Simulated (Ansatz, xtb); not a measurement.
H11PSi4: which of two isomers lies lower

Structure I is `[SiH3][SiH2]P([SiH3])[SiH3]`, a singlet and structure II is `[SiH3][SiH2][SiH2][SiH2]P`, a singlet. Both are isolated molecules in the gas phase, relaxed with PBE-D3(BJ)/def2-SVP; the shapes shown needn't be the lowest conformers.

I (Å):

```xyz
16

P    -1.3294   -0.0344   -1.1783
Si    1.9048    0.9865    0.9098
Si    0.4724    1.3427   -0.9294
Si   -2.1680    0.1072    0.9301
Si   -0.2727   -2.0333   -0.9410
H     1.1631    1.1401    2.2094
H     3.0109    2.0085    0.8638
H     2.5175   -0.3864    0.8580
H    -0.0760    2.7449   -0.8542
H     1.2743    1.2209   -2.2001
H    -1.1935   -0.3020    2.0032
H    -2.5904    1.5310    1.1679
H    -3.3730   -0.7895    1.0051
H     0.4613   -2.1838    0.3656
H     0.7063   -2.1792   -2.0734
H    -1.3123   -3.1158   -1.0379
```

II (Å):

```csv
atom,x (Å),y (Å),z (Å)
P,0.9653,-2.1163,-2.1477
Si,-0.9451,1.0638,0.2110
Si,-2.2433,0.1688,-1.5357
Si,-1.1449,0.5731,-3.5799
Si,1.0799,-0.1359,-3.2865
H,-0.7479,2.5404,-0.0114
H,0.4037,0.3967,0.2284
H,-1.6086,0.8606,1.5473
H,-3.6207,0.7829,-1.5313
H,-2.3862,-1.3198,-1.3467
H,-1.1960,2.0414,-3.9176
H,-1.7922,-0.1991,-4.7021
H,1.8369,-0.2175,-4.5877
H,1.7848,0.8471,-2.3878
H,0.4665,-2.8326,-3.2955
H,2.3338,-2.4780,-2.4222
```

**Question.** Estimate which is lower in electronic energy at CCSD(T)/def2-SVP + ΔMP2/def2-TZVPP, and by roughly how much.

**Answer.** The CCSD(T)/def2-SVP + ΔMP2/def2-TZVPP calculation puts structure I lower, by 47.1 kJ/mol.

The same difference at several levels:

```
                             level             geometry  E(II) − E(I) (kJ/mol)  departure from the last row (kJ/mol)  job, with rough time for the two
                          GFN2-xTB             GFN2-xTB                  +125.0                                 +77.8              optimisation, 0.35 s
                         HF/STO-3G             GFN2-xTB                   +11.4                                 −35.7              single point, 0.32 s
                r2SCAN-D4/def2-SVP             GFN2-xTB                   +45.3                                  −1.8               single point, 3.7 s
               PBE-D3(BJ)/def2-SVP  PBE-D3(BJ)/def2-SVP                   +30.4                                 −16.7                optimisation, 29 s
                       HF/def2-SVP  PBE-D3(BJ)/def2-SVP                   +44.3                                  −2.9           part of the CCSD(T) run
                      MP2/def2-SVP  PBE-D3(BJ)/def2-SVP                   +47.4                                  +0.3           part of the CCSD(T) run
                  CCSD(T)/def2-SVP  PBE-D3(BJ)/def2-SVP                   +36.6                                 −10.5                      single point
CCSD(T)/def2-SVP + ΔMP2/def2-TZVPP  PBE-D3(BJ)/def2-SVP                   +47.1                                                      single point, 35 s
```

As drawn, II has 2 Si–Si, 2 P–H in place of 2 P–Si, 2 Si–H.

None of the levels shown reverses the order. The largest departure from CCSD(T)/def2-SVP + ΔMP2/def2-TZVPP is that of GFN2-xTB, 77.8 kJ/mol. A small imaginary or near-zero mode remains, so no thermal terms are given. The last row adds to CCSD(T) the change of the MP2 difference between the two basis sets, here +10.5 kJ/mol.

The correlated steps freeze 25 core orbitals. Programs: Ansatz 0.2.0, xtb 6.7.1; the last row on 4 threads of Arm Neoverse V2 on a shared host.
